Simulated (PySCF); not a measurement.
**Ionisation energy of Ne⁸⁺ by level of theory**

Ne⁸⁺ 1s2 (1S) → Ne⁹⁺ 1s1 (2S), as a difference of total energies. Computed with PySCF 2.14 in an uncontracted even-tempered set (15 s from 3.6 bohr⁻², ratio 2.2; 7 p from 5.6 bohr⁻², ratio 2.4; 4 d from 17 bohr⁻², ratio 2.4; 3 f from 25 bohr⁻², ratio 2.4; 3 g from 38 bohr⁻², ratio 2.4), with no relativity, point nucleus. Correlated levels: nothing frozen; virtual orbitals above 40 to 60 times the deepest correlated orbital energy dropped. The calculations carry no spin-orbit coupling.

```csv
method,ionisation energy (eV)
UHF,1193.5
MP2 (all electrons),1194.7
SCS-MP2 (all electrons),1195.0
CCSD (all electrons),1194.7
```

These non-relativistic numbers lack the scalar-relativistic shift.

With two correlated electrons CCSD is exact in that space.

For comparison: 1195.8 eV (theoretical estimate listed by NIST; NIST Atomic Spectra Database, ionization energies).
